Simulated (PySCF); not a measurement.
Mapped SMILES: `[F:1][CH2:2][c:3]1[cH:4][n:5]([SiH3:6])[cH:7][c:8]1[C:9]([F:10])([F:11])[F:12]` (H(Xn): hydrogen on atom n).

PySCF calculation with shieldings: GIAO PBE/pcSseg-2 and geometry from PBE0-D3(BJ)/def2-SVP; relativity neglected, a single conformation, averaged over atoms made equivalent by symmetry, fast rotation or ring inversion, isolated molecule.

Scale: TMS for ¹³C (σref 179.39), ¹H (σref 31.18), ²⁹Si (σref 323.43); ¹⁹F (σref 142.93) vs CFCl3; ¹⁵N (σref 261.04) against NH3 (reference shieldings calculated alike).

```
      atoms  nucleus  count  δ (ppm)
         C9      ¹³C      1        ?
         N5      ¹⁵N      1    170.4
         C3      ¹³C      1        ?
        Si6     ²⁹Si      1    -47.5
         C8      ¹³C      1    124.1
F10/F11/F12      ¹⁹F      3    -87.3
         F1      ¹⁹F      1   -276.3
         C2      ¹³C      1     86.8
      H(C2)       ¹H      2     5.86
      H(C4)       ¹H      1     6.80
     H(Si6)       ¹H      3        ?
         C7      ¹³C      1    131.0
         C4      ¹³C      1    125.9
      H(C7)       ¹H      1        ?
```

Problem. Complete the table.

Solution. 
- C9: 138.7 ppm, CF3 carbon; 3 electronegative neighbours deshield it
- C3: 136.3 ppm, substituted aromatic carbon
- H(C7): 6.90 ppm, hydrogen on an aromatic CH next to a ring nitrogen; ring-current deshielding
- H(Si6): 5.23 ppm, hydrogen on a silicon bonded to N

Shifts are as computed, not scaled to solution data. Of 1328 compounds with measured shifts, 309 miss one by over three times the rms of a fit or turn the order of signals round; such compounds aren't used in these exercises. Signals without a measured value on file couldn't be tested in this way. Unscaled 19F shifts against computed CFCl3 carry errors that often reach 10 to 50 ppm. Experimental scales use liquid or dissolved standards, which lie at an offset from isolated NH3 (liquid NH3: subtract about 20 ppm). Unscaled 15N shifts of sp2 nitrogen often come out too high even then, by a few to some tens of ppm.
